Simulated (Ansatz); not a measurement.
Input for Ansatz (an electronic-structure program): U-PBE/def2-TZVPPD on H (SMILES [H]). The basis file is the Basis Set Exchange's JSON of that set.

Ansatz 0.2 input:
```yaml
crystal:
  periodic: [false, false, false]
  atoms:
    - {symbol: H, position_ang: [0.00000000, 0.00000000, 0.00000000]}
basis:
  gaussian:
    orbitals: def2-TZVPPD.json
hamiltonian:
  xc: {name: PBE}
magnetization: {spin_polarized: true, initial_magnetization: 1}
```

The log:

```
WARN ansatz: RAYON_NUM_THREADS=1 ignored (pool sized by the plan → 1); use --threads N
Functional definition: PBE
integrals: 0.00 GiB planned
59 factors; their error is unknown
mean field: 0.04 GiB planned
mean field evaluation 1: about -13.5909 eV, gradient 5.6e-1 eV
mean field evaluation 2: about -13.5954 eV, gradient 8.9e-2 eV
mean field evaluation 4: about -13.5952 eV, gradient 7.4e-4 eV
mean field evaluation 8: about -13.5952 eV, gradient 8.1e-6 eV
mean field -13.59521450 eV, -0.4996149176 hartree, gradient 8.1e-6 eV, S^2 0.750000; 0 other end points of the search recorded, 0 dependent functions left out
reference -13.59523485 eV, -0.4996156654 hartree; 1, 0 occupied and 16, 17 virtual orbitals, 59 factors
Total energy: -13.59523485 eV, -0.4996156654 hartree
```

The run converged.

Cost: around 0.15 core-seconds (rough).
